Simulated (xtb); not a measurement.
C$_{3}$H$_{7}$Si (SMILES C1C[SiH]C1), doublet, geometry from GFN2-xTB; GFN2-xTB run with xtb.

Here is a job for xtb.
```
$ xtb mol.xyz --gfn 2 --uhf 1 --opt --json

# file mol.xyz
11

C      0.07166054    -1.07389880     0.75107332
C      1.21647703    -0.21911639     0.17752608
Si    -0.07160241     0.97363099    -0.59501866
C     -1.14255145    -0.50388412    -0.00456330
H     -0.03171157    -0.90288341     1.82284416
H      0.21309311    -2.14337808     0.59131516
H      1.82583574    -0.77478368    -0.53242339
H      1.88638902     0.18932069     0.93237250
H     -0.27982443     2.23653886     0.12751811
H     -1.99632117    -0.27937673     0.63267274
H     -1.48854371    -1.17487564    -0.78825468
```

Q: What does xtb print? Leave out banner, timings and long lists.

A: 
```
   ID    Z sym.   atoms
    1    6 C      1, 2, 4
    2   14 Si     3
    3    1 H      5-11

           -------------------------------------------------
          |                Calculation Setup                |
           -------------------------------------------------

molecular fragmentation (1/2 indicates fragments):
11111211211
# atoms in fragment 1/2:     9     2
 fragment masses (1/2) :       69.16        2.02
CMA distance (Bohr)    :   0.778
constraining FC (au)   :  0.0500

           -------------------------------------------------
          |                 G F N 2 - x T B                 |
           -------------------------------------------------

          ...................................................
          :                      SETUP                      :
          :.................................................:
          :  # basis functions                  29          :
          :  # atomic orbitals                  28          :
          :  # shells                           16          :
          :  # electrons                        23          :
          :  max. iterations                   250          :
          :  Hamiltonian                  GFN2-xTB          :
          :  restarted?                      false          :
          :  GBSA solvation                  false          :
          :  PC potential                    false          :
          :  electronic temp.          300.0000000     K    :
          :  accuracy                    1.0000000          :
          :  -> integral cutoff          0.2500000E+02      :
          :  -> integral neglect         0.1000000E-07      :
          :  -> SCF convergence          0.1000000E-05 Eh   :
          :  -> wf. convergence          0.1000000E-03 e    :
          :  Broyden damping             0.4000000          :
          :  net charge                          0          :
          :  unpaired electrons                  1          :
          ...................................................

 iter      E             dE          RMSdq      gap      omega  full diag
   1    -11.7569312 -0.117569E+02  0.393E+00    2.65       0.0  T
   2    -11.7816881 -0.247569E-01  0.224E+00    2.57       1.0  T
   3    -11.7822920 -0.603882E-03  0.123E+00    2.59       1.0  T
   4    -11.7824186 -0.126605E-03  0.495E-01    2.63       1.0  T
   5    -11.7829571 -0.538512E-03  0.325E-01    2.63       1.0  T
   6    -11.7829815 -0.243265E-04  0.112E-01    2.63       1.0  T
   7    -11.7830144 -0.329360E-04  0.333E-02    2.62       1.0  T
   8    -11.7830146 -0.208901E-06  0.677E-03    2.62       4.5  T
   9    -11.7830146  0.332532E-08  0.295E-03    2.62      10.2  T
  10    -11.7830146 -0.136171E-07  0.553E-04    2.62      54.5  T
  11    -11.7830146 -0.146681E-09  0.160E-04    2.62     188.5  T

   *** convergence criteria satisfied after 11 iterations ***

         :::::::::::::::::::::::::::::::::::::::::::::::::::::
         ::                     SUMMARY                     ::
         :::::::::::::::::::::::::::::::::::::::::::::::::::::
         :: total energy             -11.626203452662 Eh    ::
         :: gradient norm              0.000021653908 Eh/a0 ::
         :: HOMO-LUMO gap              2.621434577076 eV    ::
         ::.................................................::
         :: SCC energy               -11.783010989707 Eh    ::
         :: -> isotropic ES            0.011482521060 Eh    ::
         :: -> anisotropic ES         -0.000494298049 Eh    ::
         :: -> anisotropic XC          0.005586376915 Eh    ::
         :: -> dispersion             -0.006369540103 Eh    ::
         :: repulsion energy           0.156807537045 Eh    ::
         :: add. restraining           0.000000000000 Eh    ::
         :: total charge               0.000000000000 e     ::
         :::::::::::::::::::::::::::::::::::::::::::::::::::::

      -----------------------------------------------------------
[...]
 * total energy  :   -11.6262035 Eh     change       -0.7345058E-10 Eh
   *** GEOMETRY OPTIMIZATION CONVERGED AFTER 1 ITERATIONS ***
         :: total energy             -11.626203452736 Eh    ::
[...]
        14                         -0.1536497              -4.1810
        15                         -0.0963267              -2.6212
        16                         -0.0627103              -1.7064
        17                         -0.0249861              -0.6799
        18                          0.1062842               2.8921
        19                          0.1166972               3.1755
        20                          0.1449070               3.9431
        21                          0.1811745               4.9300
        22                          0.2197316               5.9792
        23                          0.2252465               6.1293
       ...                                ...                  ...
        28                          0.6614725              17.9996
      -------------------------------------------------------------
                  HL-Gap            0.0963358 Eh            2.6214 eV
             Fermi-level           -0.2832185 Eh           -7.7068 eV

     #   Z          covCN         q      C6AA      α(0)
     1   6 C        4.135    -0.050    21.389     6.569
     2   6 C        3.716    -0.150    23.540     6.932
     3  14 Si       2.999     0.367   173.702    28.745
     4   6 C        3.716    -0.150    23.540     6.932
     5   1 H        0.924     0.007     2.933     2.678
     6   1 H        0.924     0.010     2.884     2.656
     7   1 H        0.925     0.013     2.839     2.635
     8   1 H        0.925     0.004     2.985     2.702
     9   1 H        0.917    -0.069     4.596     3.353
    10   1 H        0.925     0.004     2.985     2.702
    11   1 H        0.925     0.013     2.839     2.635

 Mol. C6AA /au·bohr⁶  :       1548.495898
 Mol. C8AA /au·bohr⁸  :      51958.356146
 Mol. α(0) /au        :         68.538265

Wiberg/Mayer (AO) data.
largest (>0.10) Wiberg bond orders for each atom

 ---------------------------------------------------------------------------
     #   Z sym  total        # sym  WBO       # sym  WBO       # sym  WBO
 ---------------------------------------------------------------------------
     1   6 C    3.995 --     4 C    1.025     2 C    1.025     5 H    0.987
                             6 H    0.980
     2   6 C    3.974 --     1 C    1.025     7 H    0.988     8 H    0.988
                             3 Si   0.879
     3  14 Si   2.649 --     9 H    0.886     4 C    0.879     2 C    0.879
     4   6 C    3.974 --     1 C    1.025    11 H    0.988    10 H    0.988
                             3 Si   0.879
     5   1 H    1.000 --     1 C    0.987
     6   1 H    1.000 --     1 C    0.980
     7   1 H    1.000 --     2 C    0.988
     8   1 H    1.000 --     2 C    0.988
     9   1 H    0.994 --     3 Si   0.886
    10   1 H    1.000 --     4 C    0.988
    11   1 H    1.000 --     4 C    0.988
 ---------------------------------------------------------------------------

Topologies differ in total number of bonds
Writing topology from bond orders to xtbtopo.mol

molecular dipole:
                 x           y           z       tot (Debye)
 q only:       -0.030       0.588      -0.534
   full:       -0.020       0.116       0.075       0.354
molecular quadrupole (traceless):
                xx          xy          yy          xz          yz          zz
 q only:       -1.346      -0.113       0.239      -0.065      -1.040       1.107
  q+dip:       -0.764      -0.286       0.296      -0.336       1.956       0.467
   full:       -0.347      -0.142       0.360      -0.111       0.690      -0.013

optimized geometry written to: xtbopt.xyz

           -------------------------------------------------
          | TOTAL ENERGY              -11.626203452736 Eh   |
          | GRADIENT NORM               0.000021553530 Eh/α |
          | HOMO-LUMO GAP               2.621429827608 eV   |
           -------------------------------------------------

normal termination of xtb
```
